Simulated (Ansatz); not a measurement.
Start from `[CH3][Al]([F])[SiH2]F` and change one atom or group to get `[CH3][Al]([CH3])[F]`.

Ansatz, PBE0-D4/def2-TZVP geometries, multiplicity 1. Each molecule was computed in one conformer, which needn't be the lowest.

```
                                        property  `[CH3][Al]([F])[SiH2]F`
size of the dipole moment (B3LYP/def2-TZVPP) / D                     1.03
             HOMO energy (B3LYP/def2-TZVPP) / eV                    -7.42
           HOMO–LUMO gap (B3LYP/def2-TZVPP) / eV                     5.68
           HOMO energy (ωB97M-V/def2-TZVPP) / eV                    -9.64
              HOMO energy (PBE0/def2-TZVPP) / eV                    -7.62
             HOMO–LUMO gap (PBE/def2-TZVPP) / eV                     4.14
```

(1) Give the same properties after the change, and the shifts. (Best estimate.)

Results:

(1) Computed: 
| property | `[CH3][Al]([CH3])[F]` | shift |
| --- | --- | --- |
| size of the dipole moment (B3LYP/def2-TZVPP) / D | 1.87 | 0.84 |
| HOMO energy (B3LYP/def2-TZVPP) / eV | -7.70 | -0.28 |
| HOMO–LUMO gap (B3LYP/def2-TZVPP) / eV | 7.17 | 1.49 |
| HOMO energy (ωB97M-V/def2-TZVPP) / eV | -10.15 | -0.51 |
| HOMO energy (PBE0/def2-TZVPP) / eV | -7.92 | -0.30 |
| HOMO–LUMO gap (PBE/def2-TZVPP) / eV | 5.56 | 1.42 |

With PBE0 the HOMO falls by 0.30 eV and the LUMO rises by 1.28 eV, so the gap widens by about 1.58 eV. PBE moves the HOMO by -0.18 eV and ωB97M-V by -0.51 eV. Dipoles are sizes alone; their direction can turn.

B3LYP here is the variant with VWN-RPA as its local correlation; programs differ in this.
